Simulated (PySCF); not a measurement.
A structure optimised at PBE0-D3(BJ)/def2-SVP, used in a PySCF frequency run:

```xyz
7

F     -3.0793    -0.4840     0.0000
C     -2.1588     0.4715     0.0000
C     -0.8715     0.2367     0.0000
C      0.4240     0.0689     0.0000
Cl     1.3513    -0.0525    -1.4516
Cl     1.3513    -0.0525     1.4516
H     -2.5918     1.4786     0.0000
```
Charge 0, spin multiplicity 1.

Write its SMILES, formula and point group.

FC=C=C(Cl)Cl, C₃HCl₂F, Cs

What are its rotational constants (standard atomic weights)?

3.1675, 1.2835, 0.94816 GHz
